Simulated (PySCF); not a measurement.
**Bromine: highly charged ions in a basis for the neutral atom**

Br²⁴⁺ [Ne] 3s1, Br²⁵⁺ [Ne]. Calculation: PySCF 2.14, in x2c-SVPall; the spin-free X2C one-electron Hamiltonian (Gaussian nucleus). No spin-orbit coupling, so a gap to NIST mixes the basis error with missing relativistic terms.

Changed run: basis of the neutral atom used for a highly charged ion. This setting is unsound on purpose.

```json
{"species": "Br²⁴⁺", "method": "UHF", "sound run (hartree)": "not run", "changed run (hartree)": "-2228.55737", "converged": "yes"}
{"species": "Br²⁴⁺", "method": "PBE", "sound run (hartree)": "not run", "changed run (hartree)": "-2228.63682", "converged": "yes"}
{"species": "Br²⁴⁺", "method": "M06-2X", "sound run (hartree)": "not run", "changed run (hartree)": "-2229.13712", "converged": "yes"}
{"species": "Br²⁵⁺", "method": "UHF", "sound run (hartree)": "not run", "changed run (hartree)": "-2188.36944", "converged": "yes"}
{"species": "Br²⁵⁺", "method": "PBE", "sound run (hartree)": "not run", "changed run (hartree)": "-2188.34335", "converged": "yes"}
{"species": "Br²⁵⁺", "method": "M06-2X", "sound run (hartree)": "not run", "changed run (hartree)": "-2188.87653", "converged": "yes"}
```

Ionisation energy of Br²⁴⁺:

```json
{"method": "UHF", "changed run (eV)": "1093.6", "NIST (eV)": "1119.2"}
{"method": "PBE", "changed run (eV)": "1096.4", "NIST (eV)": "1119.2"}
{"method": "M06-2X", "changed run (eV)": "1095.5", "NIST (eV)": "1119.2"}
```

The contracted functions were made for the neutral atom and can be too rigid for a highly charged ion.
